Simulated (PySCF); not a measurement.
Vibration and rotation of TaBr⁻

MN15 constants of TaBr⁻, ⁴Δ (quartet), unpaired electrons π ↑↑, δ ↑ (PySCF, scalar-relativistic core potentials, basis sets Ta def2-TZVPPD with ECP60, Br def2-TZVPPD; masses 180.9480 and 78.9183 u):

* ωe: 177.5 cm⁻¹
* ωexe: 0.69 cm⁻¹
* Be: 0.045766 cm⁻¹
* αe: 0.000206 cm⁻¹
* D (centrifugal): 1.22e-08 cm⁻¹

(1) Give the vibrational terms G(v) and spacings up to v = 6.

De is left out where the level can put another filling of the metal’s s and d shells below the measured ground configuration, by anything from nothing to about 1 eV. Spin–orbit coupling is left out, which matters for elements this heavy, above all for dissociation energies. With d or f electrons several states lie close, and the lowest PBE0 determinant need not be the measured ground state.

Answers

(1) G(v) = ωe(v+½) − ωexe(v+½)².

| v | G(v) (cm⁻¹) | G(v) − G(v−1) | Bv (cm⁻¹) |
| --- | --- | --- | --- |
| 0 | 88.6 |  | 0.04566 |
| 1 | 264.7 | 176.1 | 0.04546 |
| 2 | 439.4 | 174.7 | 0.04525 |
| 3 | 612.8 | 173.4 | 0.04505 |
| 4 | 784.8 | 172.0 | 0.04484 |
| 5 | 955.4 | 170.6 | 0.04463 |
| 6 | 1124.6 | 169.2 | 0.04443 |
